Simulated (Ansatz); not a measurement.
The same path of BGeH6NO2 (11 atoms, charge 0, multiplicity 1) was run 3 times with different band settings. Lost on the way: Ge2–H8. Made: N1–H8.

Computed with RKS BLYP/def2-SVP (Ansatz 0.2.0).

Relaxed end points:

```xyz
11
Properties=species:S:1:pos:R:3
N -2.152 -0.108 0.626
Ge -0.300 -0.267 0.978
B 0.984 0.063 -0.671
O 2.278 0.526 -0.589
O 0.469 -0.204 -1.911
H -2.385 0.868 0.392
H -2.396 -0.654 -0.214
H -0.111 -1.701 1.568
H -0.016 0.743 2.138
H 2.570 0.706 0.324
H 1.124 -0.028 -2.620
```

```xyz
11
Properties=species:S:1:pos:R:3
N -1.638 -0.575 0.567
Ge 0.312 -0.225 1.586
B 1.096 0.138 -0.408
O 2.354 0.572 -0.781
O 0.246 -0.179 -1.467
H -2.330 0.151 0.791
H -1.413 -0.535 -0.445
H -2.047 -1.492 0.791
H -0.105 1.336 1.741
H 2.919 0.781 -0.016
H 0.672 -0.029 -2.339
```

Common settings: climbing image yes; spring 5.0 eV/Å²; start path through a guess of the saddle point; force threshold 0.03 eV/Å; end points relaxed.

| run | movable images | optimiser | iteration limit | largest step |
| --- | --- | --- | --- | --- |
| 1 | 9 | quadratic models (default) | 49 | default |
| 2 | 1 | quadratic models (default) | 60 | default |
| 3 | 9 | fire | 60 | 0.02 Å |

(1) What does each run give, and how far can it be trusted?

Results:

(1) Run 1: converged after 24 iterations, highest image 2.113 eV above the first end. A vibrational analysis at the climbing image gives one clearly imaginary mode, 1313i cm⁻¹: a first-order saddle point.
Run 2: converged after 27 iterations, highest image 2.115 eV above the first end. Neighbouring images differ by up to 2.1 eV, so the band resolves the path poorly. Another band between the same ends (9 images) ends at a top of the same energy, where a vibrational analysis finds 1 clearly imaginary mode. So few images can step over the top or miss a turn of the path.
Run 3: not converged after 60 iterations, highest image 2.363 eV above the first end. The band didn't meet its force threshold, so its energies are provisional: the largest band force was still 0.30 eV/Å, and over the last iterations the top moved between 2.36 and 2.41 eV.
The orbitals stay closed-shell, which can raise the energy where a bond breaks towards radicals; this wasn't checked here.
